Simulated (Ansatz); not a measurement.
Reaction (cleavage of the Ga–B bond): `Cl[BH][GaH2]` + HCl → `[Cl][GaH2]` + `BCl`

Computed with Ansatz on PBE0-D4/def2-TZVP structures; ΔE is electronic, products minus reactants. CCSD(T)/CBS adds triple-zeta CCSD(T) − MP2 to the extrapolated MP2 energy (def2 sets, frozen cores). This one scheme is used for every species. DFT in def2-TZVPP. For Ga outer-core shells are correlated without core-valence functions, which leaves a few kJ/mol of doubt a bond. Scalar relativity is left out up to krypton.

Task: Is it downhill or uphill in electronic energy at CCSD(T)/CBS, and by how much? (Best estimate.)

Result: The calculation gave: Downhill: ΔE = -143.1 kJ/mol.

Task: What do these levels give: revPBE-D4, B97M-V, PBE0-D4, ωB97X-V, ωB97M-V, revPBE, r2SCANh, CAM-B3LYP, MP2/def2-SVP, CCSD/def2-TZVPP, CCSD(T)/def2-TZVPP, HF/CBS(def2)? (Best estimate.)

Result: Ansatz gave: revPBE-D4 -133.9, B97M-V -147.7, PBE0-D4 -141.2, ωB97X-V -148.2, ωB97M-V -148.2, revPBE -137.0, r2SCANh -148.7, CAM-B3LYP -150.7, MP2/def2-SVP -161.0, CCSD/def2-TZVPP -146.3, CCSD(T)/def2-TZVPP -144.3, HF/CBS(def2) -173.5 kJ/mol.

Largest T1 diagnostic among the species: 0.014.

In def2-TZVPP, CCSD(T) changes the Hartree–Fock value by +29.1 kJ/mol (the triples alone add +2.0 kJ/mol) and MP2 by +21.8 kJ/mol. From r2SCAN to r2SCAN0 (25 % exact exchange), in def2-TZVPP and without D4, ΔE moves by −3.8 kJ/mol.
